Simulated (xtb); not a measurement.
H4P (SMILES [PH4+]), charge +1, singlet, geometry from GFN2-xTB. Base run: GFN2-xTB in xtb.

Input for xtb:
```
$ xtb mol.xyz --gfn 2 --chrg 1 --json

# file mol.xyz
5

P      0.00000000     0.00000000    -0.00000000
H     -0.74072552    -0.84327030    -0.79402376
H      0.31759659    -0.63856403     1.17542384
H     -0.73217177     1.13050142     0.27594176
H      1.15530070     0.35133291    -0.65734185
```

Variants of this job, named by their change:

| change | ΔE vs base (kJ/mol) | HOMO-LUMO gap (eV) | G_solv (kcal/mol) | SCF cycles |
|---|---|---|---|---|
| base | 0.00 | 8.49 | - | 8 |
| alpb = water | (withheld) | (withheld) | (withheld) | 9 |
| file = coord | 0.00 | 8.49 | - | 8 |
| acc = 0.1 | 0.00 | 8.49 | - | 9 |
| alpb = ether | -228.1 | 8.28 | -55.46 | 8 |
| alpb = methanol | -273.4 | 8.27 | -66.41 | 8 |

Task: Complete the blanks.

Result: 
- alpb = water, ΔE vs base (kJ/mol): -281.5
- alpb = water, HOMO-LUMO gap (eV): 8.34
- alpb = water, G_solv (kcal/mol): -67.73

ALPB and GBSA are two models with their own fitted parameters for each solvent, which aren't always the measured dielectric constant.
